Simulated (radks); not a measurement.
Results of a calculation; reference values are marked as such.
Eu3+, configuration [Xe] 4f5.5 6p0.5 (fractional occupations, a model configuration). Code: a radial shooting solver on a logarithmic mesh with Libxc functionals. Model: scalar-relativistic Kohn-Sham, LDA (Slater exchange, Perdew-Wang correlation), spin-polarised, spherical densities, finite nucleus; open shells are filled with parallel spins first (spin-orbit coupling, left out, can overturn this in heavy ions); Fermi nuclear charge, rms radius 5.1115 fm. Some entries of the table are withheld. Estimate them.

orbital  occ.  eigenvalue (eV)  <r> (bohr)
1s up       1        -48353.13     0.02234
1s down     1        -48353.12     0.02234
2s up       1        -7973.106     0.09519
2s down     1        -7973.022     0.09519
2p up       3        -7111.798     0.08392
2p down     3        -7111.736     0.08392
3s up       1        -1785.394      0.2500
3s down     1        -1783.244      0.2498
3p up       3        -1517.248      0.2484
3p down     3        -1515.116      0.2482
3d up       5        -1157.362      0.2262
3d down     5        -1155.693      0.2260
4s up       1        -386.2909      0.5653
4s down     1        -381.4524      0.5653
4p up       3        -297.7693      0.5979
4p down     3        -292.9799      0.5981
4d up       5        -174.2679      0.6496
4d down     5        -169.5778      0.6507
5s up       1         -78.0626       1.327
5s down     1         -75.6528       1.343
5p up       3         -55.3733       1.520
5p down     3         -53.5152       1.543
4f up     5.5              (1)      0.8406
4f down     0              (2)      0.8661
6p up     0.5              (3)       3.604
6p down     0              (4)       3.656

Answer. 
(1) 4f up eigenvalue (eV): -40.5488
(2) 4f down eigenvalue (eV): -36.3483
(3) 6p up eigenvalue (eV): -19.0064
(4) 6p down eigenvalue (eV): -18.1584
